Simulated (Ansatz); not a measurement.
Input for Ansatz (an electronic-structure program): U-wB97X-V/def2-TZVPP on Cl2W (SMILES [Cl][W][Cl]), 2S+1 = 5, a spin state set in the input, which need not be the lowest. Elements past Kr take the def2 small-core potentials; no spin–orbit coupling.

Ansatz 0.2 input:
```yaml
crystal:
  periodic: [false, false, false]
  atoms:
    - {symbol: W, position_ang: [0.48332308, 0.11059769, 0.02504186]}
    - {symbol: Cl, position_ang: [-0.41162860, 1.52639231, -1.53034037]}
    - {symbol: Cl, position_ang: [-0.10486320, -1.58961840, 1.43497889]}
basis:
  gaussian:
    orbitals: def2-TZVPP
hamiltonian:
  xc: {name: wB97X-V}
magnetization: {spin_polarized: true, initial_magnetization: 4}
```

Program output:

```
WARN ansatz: RAYON_NUM_THREADS=4 ignored (pool sized by the plan → 4); use --threads N
Functional definition: wB97X-V
integrals: 0.09 GiB planned
972 factors; their error is unknown
integrals: 0.13 GiB planned
155 factors; integrals over basis functions are off by at most 4.2e-5 eV
mean field: 1.07 GiB planned
mean field evaluation 1: about -26866.3550 eV, gradient 1.1e1 eV
mean field evaluation 2: about -26866.8966 eV, gradient 1.0e1 eV
mean field evaluation 4: about -26867.4070 eV, gradient 8.7e-1 eV
mean field evaluation 8: about -26867.4252 eV, gradient 5.2e-2 eV
mean field evaluation 16: about -26867.4673 eV, gradient 2.4e-4 eV
mean field evaluation 32: about -26866.7561 eV, gradient 4.6e0 eV
mean field -26867.46734909 eV, -987.3612136556 hartree, gradient 1.3e-5 eV, S^2 6.008800; 3 other end points of the search recorded, 0 dependent functions left out
reference -26867.46734911 eV, -987.3612136565 hartree; 26, 22 occupied and 114, 118 virtual orbitals, 972 factors
Total energy: -26867.46734911 eV, -987.3612136565 hartree
```

The run converged.

Cost: about 50 core-seconds (a rough figure).
